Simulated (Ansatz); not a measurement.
Total energies of H₈InNSi₂ (`[SiH3][N]([SiH3])[InH2]`).

```xyz
12

Si   -1.4976    0.6881    0.3640
N     0.0654    0.0310    0.0361
Si    0.2257   -1.2826   -1.0736
In    1.7328    0.8097    0.9672
H    -1.3666    1.8146    1.3277
H    -2.1499    1.1990   -0.8758
H    -2.4121   -0.3324    0.9525
H    -0.2829   -0.9221   -2.4283
H    -0.5379   -2.4817   -0.6228
H     1.6616   -1.6555   -1.1921
H     1.3775    2.1064    2.0201
H     3.1839    0.0255    0.5251
```

The species carries charge 0 and has multiplicity 1. Correlated methods include outer-core shells of In, which these sets cover unevenly. In: def2 effective core potential. All single points use the PBE0-D4/def2-TZVP geometry. Basis def2-TZVPP, Ansatz 0.2.0.

RPA on PBE orbitals: Hartree–Fock energy of these orbitals -826.18598 Eh, correlation -1.29579 Eh (frozen core).

```
             functional                                  kind  energy without D4 (Eh)  D4 term (kJ/mol)
HSE06 (plane-wave form)                       screened hybrid              -828.40772             -25.7
                ωB97X-V  range-separated hybrid GGA with VV10              -828.62119                 –
```

Q: Give the same for LDA (SPW92), PBE, revPBE, BLYP, r2SCAN, B97M-V, PBE0, B3LYP, r2SCANh, r2SCAN0, BHLYP, CAM-B3LYP, LC-ωPBE, ωB97M-V, B2PLYP, PBE-QIDH. (Best estimate.)

A: The calculation gave: 
```csv
functional,kind,energy without D4 (Eh),D4 term (kJ/mol)
LDA (SPW92),LDA,-825.58719,–
PBE,GGA,-828.35614,-31.6
revPBE,GGA,-828.64585,-82.0
BLYP,GGA,-828.65728,-67.2
r2SCAN,meta-GGA,-828.72965,-7.6
B97M-V,meta-GGA with VV10,-828.59712,–
PBE0,"global hybrid, 25 % exact exchange",-828.42614,-27.1
B3LYP,"global hybrid, 20 %",-828.86441,-51.4
r2SCANh,"meta-GGA hybrid, 10 %",-828.71020,-8.2
r2SCAN0,"meta-GGA hybrid, 25 %",-828.68247,-9.2
BHLYP,"global hybrid, 50 %",-828.63445,-45.0
CAM-B3LYP,range-separated hybrid,-828.71104,-28.1
LC-ωPBE,long-range corrected hybrid,-828.56497,–
ωB97M-V,range-separated hybrid meta-GGA with VV10,-828.61167,–
B2PLYP,double hybrid,-828.24085,–
PBE-QIDH,double hybrid,-828.05150,–
```

B3LYP takes the VWN-RPA correlation (the form of Gaussian; ORCA's B3LYP/G). HSE06 is the plane-wave form, built on full-range PBE exchange. The double hybrids freeze the cores in their second-order part.

LC-ωPBE has ω = 0.4 bohr⁻¹.
